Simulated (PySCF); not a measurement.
Pb(Br)(SiH3) (BrH₃PbSi), SMILES [SiH3][Pb][Br] (connectivity only; charge and spin as stated), neutral, multiplicity 1.

The structure is a stationary point at PBE-D3(BJ)/def2-SVP. The structure was generated by enumeration; whether it is a known compound was not checked. The def2 effective core potentials stand for the cores of Pb; spin–orbit coupling is left out.

These are PBE/def2-TZVPD (PySCF) values and carry that method's errors.

Gas-phase values at a fixed geometry.

The total energy comes out as -3057.87522 hartree and the point group is Cs. The highest occupied level comes out as -5.59 eV and the lowest empty level is -3.98 eV. The orbital gap is 1.61 eV and the dipole moment comes out as 3.63 D. The quadrupole, principal values (traceless, Buckingham form, about the centre of nuclear charge) comes out as -7.94, 0.91, 7.03 D·Å, the mean static polarisability is 113.0 bohr³ (16.74 Å³) and the polarisability, principal values is 76.8, 118.8, 143.3 bohr³.
